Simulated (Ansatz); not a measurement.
Born–Oppenheimer molecular dynamics of GaH$_{5}$Si (7 atoms, charge 0, multiplicity 1). It starts at the highest image of a converged band, a first-order saddle point between two minima.

Computed with RKS CAM-B3LYP-D4/def2-SVP in Ansatz 0.2.0.

```json
{
 "ensemble": "NVE (velocity Verlet)",
 "time step": "0.5 fs",
 "steps asked": "200",
 "starting velocities drawn for": "100 K",
 "seed": "2553"
}
```

First frame:

```xyz
7
Properties=species:S:1:pos:R:3
Ga -1.188 -0.621 1.576
Si 0.652 0.397 -0.179
H -0.923 -0.603 -0.285
H -1.836 -1.166 -0.008
H 1.907 -0.200 0.366
H 0.615 1.841 0.200
H 0.773 0.352 -1.669
```

Problem. How far do the bonds stretch over the last three quarters of this one trajectory? (Pairs bonded in most of those frames.)

Solution. 
| bond | mean (Å) | spread (Å) | shortest | longest |
| --- | --- | --- | --- | --- |
| Ga1–H4 | 1.689 | 0.039 | 1.63 | 1.74 |
| Si2–H3 | 1.504 | 0.054 | 1.42 | 1.59 |
| Si2–H5 | 1.485 | 0.008 | 1.47 | 1.50 |
| Si2–H6 | 1.484 | 0.006 | 1.47 | 1.49 |
| Si2–H7 | 1.499 | 0.024 | 1.46 | 1.55 |

Mean temperature of the second half: 1070 K. The conserved energy stayed within 0.078 meV per atom of its start (net change 0.0054 meV per atom), so the integration is sound. The kinetic energy rose, since the run started high on the potential surface and went downhill. It ends in pieces (GaH + H4Si), so much of that is their flight and rotation, not heat. A run of 0.1 ps of so small a system gives no equilibrium averages. The orbitals stay closed-shell, which can raise the energy where a bond breaks towards radicals; this wasn't checked here.

Time of the run: 5.2 min on 2 threads of Arm Neoverse V1 (shared host), peak memory 0.16 GiB.
